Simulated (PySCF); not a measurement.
SMILES B=N (H2BN) (B3LYP/def2-SVP optimised geometry):

```
4

B      0.530     0.000     0.000
N     -0.711    -0.001    -0.001
H      1.709     0.000     0.000
H     -1.709     0.001     0.001
```

Level of theory: B3LYP/def2-TZVP (PySCF 2.14.0).

Question: What are the frontier orbital energies and the dipole moment?

Answer: HOMO-2 -12.19 eV, HOMO-1 -8.28 eV, HOMO -8.28 eV, LUMO 0.47 eV, LUMO+1 0.47 eV; dipole moment 0.01 D.

On the same geometry PBE/def2-TZVP (PySCF) gives HOMO-2 -10.75 eV, HOMO-1 -7.21 eV, HOMO -7.21 eV, LUMO -0.21 eV, LUMO+1 -0.21 eV; dipole moment 0.16 D.

Meta-Löwdin charges at B3LYP/def2-TZVP: B1 0.04, N2 -0.36, H3 0.05, H4 0.27.
